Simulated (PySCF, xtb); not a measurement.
BrSi, SMILES Br[Si] (connectivity only; charge and spin as stated), charge +1, multiplicity 1.

Geometry: B3LYP-D3(BJ)/def2-TZVP. The multiplicity is an assumed one; other spin states were not compared.

The numbers are results of IEF-PCM-PBE0/def2-TZVPD in PySCF, not measurements.

The values are the electrostatic part of the solvation free energy, E(continuum) − E(gas) at the gas-phase geometry, in a cavity of scaled van der Waals radii (PySCF's table); cavitation and dispersion terms are not included. In vacuum the orbital gap is 6.10 eV.

Computed values in water (ε = 78.36), chloroform (ε = 4.71), acetonitrile (ε = 35.69):
| solvent | ε | ΔG(elec) (kcal/mol) | gap (eV) |
|---|---|---|---|
| water | 78.36 | -59.8 | 6.17 |
| chloroform | 4.71 | -47.6 | 6.15 |
| acetonitrile | 35.69 | -58.9 | 6.17 |

For comparison, GFN2-xTB/ALPB(water) (xtb, at the GFN2-xTB geometry, all terms of that model) gives -46.8 kcal/mol.
